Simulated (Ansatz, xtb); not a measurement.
Stretching the Ge1–F2 bond in ClFGeH2 (SMILES [F][GeH2][Cl]) (multiplicity 1 held, fragments rigid). Energies count from the point at 1.741 Å.
Geometry at that point (charge 0, multiplicity 1):
```
atom    x (Å)    y (Å)    z (Å)
----  -------  -------  -------
Ge    -0.4872  -0.2878   0.0418
F     -1.1704   1.3135   0.0343
Cl     1.6442  -0.0414  -0.1076
H     -0.8264  -0.9112   1.3962
H     -0.9993  -0.9971  -1.2124
```

Unrestricted levels (U-) break spin symmetry where that is lower. Active spaces are followed from a long bond inwards. Left out are points that failed, MP2 points in a non-variational dive below the minimum, coupled-cluster points behind a sign of a changed root (a jump of the amplitudes, or a one-step jump against full CI or MRCI), small-basis points behind a change of solution, and semi-empirical points at long bonds. Levels need not reach the same state.

Frozen-core correlation. Filled d and f shells under p-block atoms count as core.

Run with Ansatz (Gaussian orbitals); xtb for the GFN methods.  The GFN methods have no spin term and hold the electronic entropy of 300 K.

Energies in kcal/mol.

| R (Å) | GFN2-xTB | U-MP2/def2-SVP | U-CCSD/def2-SVP | CASSCF(6,4)/def2-SVP | FIC-MRCISD+Q on CASSCF(6,4)/def2-SVP |
|---|---|---|---|---|---|
| 1.393 | 45.2 | 82.5 | 81.9 | 79.9 | 81.8 |
| 1.567 | 6.4 | 14.0 | 13.8 | 13.3 | 13.9 |
| 1.741 | 0.0 | 0.0 | 0.0 | 0.0 | 0.0 |
| 1.915 | 3.7 | 8.3 | … | 8.2 | 8.2 |
| 2.089 | 11.5 | 25.1 | 25.4 | 24.4 | 24.8 |
| 2.350 | 27.1 | 53.7 | 53.8 | 50.8 | 52.8 |
| 2.612 | 44.1 | 101.9 | 80.2 | 72.7 | 77.8 |
| 3.047 | 68.3 | 123.8 | 109.7 | 94.4 | 106.2 |
| 3.482 | 83.9 | 128.8 | 119.3 | 102.6 | 117.9 |
| 4.004 | 93.6 | 130.3 | 121.5 | 105.3 | 121.8 |
| 4.701 | left out | 130.7 | … | 106.0 | 122.8 |
| 5.571 | left out | 130.8 | 122.2 | 106.1 | 123.0 |

### Question
Some entries are withheld; supply them.

### Answer

- 4.701, U-CCSD/def2-SVP: 122.1
- 1.915, U-CCSD/def2-SVP: 8.5

Doubts at one or more of the structures used: a spin-contaminated determinant (U-MP2/def2-SVP, U-CCSD/def2-SVP); T1 above 0.05 (U-CCSD/def2-SVP); active orbitals that take no part (CASSCF(6,4)/def2-SVP, FIC-MRCISD+Q on CASSCF(6,4)/def2-SVP).

Ansatz is a quantum-chemistry and plane-wave program.
